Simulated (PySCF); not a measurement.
## MP for M along the chalcogens

CCSD(T) with triple-zeta basis sets in PySCF, for the lowest determinant that a PBE0 search found; no spin–orbit coupling. De refers to high-spin ground-configuration atoms.

```
 M       basis  reference, frozen orbitals  state (unpaired electrons)  Re (Å)  ωe (cm⁻¹)  De (eV)
 O  def2-TZVPP                      UHF, 6               doublet (π ↑)   1.488       1224     5.75
 S  def2-TZVPP                    ROHF, 10               doublet (π ↑)   1.912        734     4.10
Te  def2-TZVPP                      UHF, 9               doublet (π ↑)   2.257        465     2.87
```

The shortest bond is that of PO (1.488 Å), the longest that of TeP (2.257 Å). PO is bound most strongly (5.75 eV) and TeP least (2.87 eV).

Relativity is treated differently too: O no relativity; S no relativity; Te scalar-relativistic core potentials.

Down a group bonds as a rule get longer and wavenumbers fall, partly through the reduced mass; this series shows no clear exception.

Correlated steps freeze the inner cores (6 to 10 orbitals); shallow outer-core shells are correlated. UHF and ROHF references stand side by side, which adds small steps between rows. These are scalar-relativistic numbers at best; spin–orbit coupling would shift them, the dissociation energy most. States were picked by a PBE0 search and need not be the measured ground states.
